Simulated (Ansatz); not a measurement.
Frontier orbitals of FH5OSSi2, SMILES `O[SiH2]S[SiH2]F`.

Z-matrix (Å, degrees):
```
Si
S 1 2.144
O 1 1.639 2 112.9
H 1 1.483 2 104.0 3 121.7
H 1 1.477 2 110.6 3 -117.5
Si 2 2.119 1 98.0 3 77.8
H 3 0.959 1 118.1 2 55.7
F 6 1.597 2 110.7 1 87.2
H 6 1.479 2 110.8 1 -31.6
H 6 1.478 2 107.7 1 -155.4
```

Charge 0, multiplicity 1. Geometry: relaxed with PBE0-D4/def2-TZVP. It is one conformer, not always the lowest. Basis def2-TZVPP, the Gaussian-basis code of Ansatz.

Orbital energies of one run (eV). Highest occupied ones, from the top: -6.67, -7.48, -7.61, -8.27, -8.55, -9.37, -9.54, -10.44, -10.72, -10.90, -11.63, -13.41, -14.19, -18.13. Empty: -0.95, -0.42, -0.30, -0.14, 0.28, 0.96.

Task: Which functional gave them?
A. r2SCAN
B. B97M-V
C. BLYP
D. ωB97M-V

Result: C. HOMO energies: BLYP -6.67, B97M-V -7.29, r2SCAN -7.15, ωB97M-V -10.27 eV.
